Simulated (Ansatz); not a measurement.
One change: `B[S][Al]([F])[F]` becomes `[F][Al]([F])[SH]`.

Ansatz, PBE0-D4/def2-TZVP geometries, multiplicity 1. Each molecule was computed in one conformer, which needn't be the lowest.

```csv
property,`B[S][Al]([F])[F]`
"ideal-gas entropy at 298 K and 1 bar (rigid rotor, harmonic PBE0-D4/def2-TZVP) / J/(mol·K)",335
size of the dipole moment (B3LYP/def2-TZVPP) / D,1.89
zero-point energy (PBE0-D4/def2-TZVP) / kJ/mol,76.1
LUMO energy (ωB97M-V/def2-TZVPP) / eV,-0.33
LUMO energy (PBE/def2-TZVPP) / eV,-3.28
size of the dipole moment (ωB97M-V/def2-TZVPP) / D,1.87
```

Give the same properties after the change, and the shifts. (Best estimate.)

The calculation gave: 
```
                                                                                  property  `[F][Al]([F])[SH]`  shift
ideal-gas entropy at 298 K and 1 bar (rigid rotor, harmonic PBE0-D4/def2-TZVP) / J/(mol·K)                 315    -20
                                          size of the dipole moment (B3LYP/def2-TZVPP) / D                1.34  -0.55
                                            zero-point energy (PBE0-D4/def2-TZVP) / kJ/mol                39.0  -37.1
                                                     LUMO energy (ωB97M-V/def2-TZVPP) / eV                0.56   0.89
                                                         LUMO energy (PBE/def2-TZVPP) / eV               -1.95   1.33
                                        size of the dipole moment (ωB97M-V/def2-TZVPP) / D                1.28  -0.59
```

With PBE0 the HOMO rises by 0.79 eV and the LUMO rises by 1.27 eV, so the gap widens by about 0.48 eV. PBE moves the HOMO by 0.76 eV and ωB97M-V by 0.73 eV. The zero-point energy changes by -37.1 kJ/mol with -6 modes. Dipoles are sizes alone; their direction can turn.

B3LYP here is the variant with VWN-RPA as its local correlation; programs differ in this.
